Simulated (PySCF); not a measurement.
**Electron correlation in Ca (calcium, neutral)**

[Ar] 4p2, high-spin 3P determinant (an excited configuration). Calculation: PySCF 2.14, in def2-TZVPPD (6s5p3d, 36 functions); no relativity, point nucleus. Frozen: [Ne]; 10 electrons correlated.

MP2 pair energies summed by pair of shells (mhartree):

```json
{"pair": "3p-3p", "energy": "-134.69", "share (%)": "76.9"}
{"pair": "3s-3p", "energy": "-16.62", "share (%)": "9.5"}
{"pair": "3p-4p", "energy": "-12.75", "share (%)": "7.3"}
{"pair": "3s-3s", "energy": "-6.55", "share (%)": "3.7"}
{"pair": "4p-4p", "energy": "-4.02", "share (%)": "2.3"}
{"pair": "3s-4p", "energy": "-0.45", "share (%)": "0.3"}
```

Total MP2 correlation energy: -175.08 mhartree.

Same-spin part -53.60 and opposite-spin part -121.48 mhartree; SCS-MP2 scales them by 1/3 and 6/5 to -163.64 mhartree.

This basis was not built for core-valence correlation, so the inner-shell part is incomplete.
